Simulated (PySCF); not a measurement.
C₂H₇NSi₂, SMILES [SiH3][C@H]1N=C[SiH2]1.

Geometry optimised at B3LYP-D3(BJ)/def2-SVP. The structure was generated by enumeration; whether it is a known compound was not checked.

The numbers are results of PySCF with HF/def2-TZVP, not measurements.

- total energy = -712.13108 hartree
- highest occupied level = -10.30 eV
- lowest empty level = 2.55 eV
- orbital gap = 12.86 eV
- dipole moment = 2.10 D
- quadrupole, principal values (traceless, Buckingham form, about the centre of nuclear charge) = -5.87, -0.21, 6.08 D·Å
- mean static polarisability = 75.8 bohr³ (11.23 Å³)
- polarisability, principal values = 63.7, 73.8, 89.9 bohr³
